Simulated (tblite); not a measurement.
C7H6N2 (charge +1 and doublet state).
Atom-mapped SMILES: `[CH2+:1][C:2]1[CH2:3][C:4]([C:5]#[N:6])([C:7]#[N:8])[CH2:9]1` (hydrogens: H10, H11 on C1; H12, H13 on C3; H14, H15 on C9)

Computed values, GFN2-xTB/tblite, gas phase, harmonic and unscaled. Errors from tens to a few hundred cm⁻¹ against measured bands are possible. Open shells enter through the occupations alone, without spin polarisation, and single modes of such species can be off by tens of per cent.

Harmonic wavenumbers (cm⁻¹): 55.8, 116.2, 160.3, 166.0, 233.8, 320.5, 330.4, 365.9, 435.0, 436.5, 495.2, 530.7, 556.8, 611.5, 778.9, 818.9, 887.4, 911.9, 927.2, 952.8, 980.9, 1027.1, 1109.6, 1170.0, 1171.8, 1204.2, 1232.8, 1322.3, 1345.1, 1355.1, 1620.6, 2404.8, 2427.5, 2927.6, 2928.5, 2956.0, 2960.1, 3087.0, 3123.4.

A = 2489, B = 1355, C = 1027 MHz; mass 118.053 u (most abundant isotopes); point group C2v, symmetry number 2; spin multiplicity 2.

Question: What is the zero-point energy?

Answer: ½Σν̃ = 23223 cm⁻¹ = 277.81 kJ/mol.

Question: Give the ideal-gas entropy at 500 K and 1 bar in the rigid-rotor, harmonic-oscillator model (classical rotation).

Answer: Translation 179.11, rotation 121.68, vibration 172.68, spin (R ln 2) 5.76: S = 479.2 J/(mol K).

Question: And Cp and H(500 K) − H(0)?

Answer: Cp = 206.23 J/(mol K), of which vibrations give 172.97 (their classical limit is 39 R = 324.3); H(500 K) − H(0) = 62.46 kJ/mol without the zero-point energy, 45.83 from vibrations.

Question: What must be added to the electronic energy to get the Gibbs energy at 500 K and 1 bar?

Answer: ZPE + [H(500 K) − H(0)] − T·S = 277.81 + 62.46 − 239.62 = 100.65 kJ/mol.

Question: Blend soft modes into free rotors: weight 1/[1 + (100 cm⁻¹/ν̃)⁴] for the oscillator and the rest for a rotor with moment μB/(μ + B), μ = h/(8π²ν), B = 10⁻⁴⁴ kg m². What vibrational entropy results?

Answer: 164.21 J/(mol K) in place of 172.68, which changes −T·S at 500 K by +4.24 kJ/mol.

Question: How do the functions run with temperature in this model?

Answer: 
```csv
T (K),S (J/(mol K)),Cp (J/(mol K)),H − H(0) (kJ/mol),G − H(0) (kJ/mol),ln q(vib)
100,276.9,68.7,4.83,-22.87,1.07
200,337.4,109.8,13.78,-53.69,3.08
300,389.1,147.4,26.67,-90.06,5.28
800,588.7,258.5,132.92,-338.02,16.07
1000,648.9,280.7,186.95,-461.91,19.91
```

q(vib) and H(0) count from the zero-point level.

Hindered rotation and anharmonicity are outside this model.

Hardware: one thread, Arm Neoverse V1 (aarch64), shared host with 32 logical CPUs at a one-minute load of 28. Cost: 0.52 s wall. This covers the Hessian and the dipole derivatives.
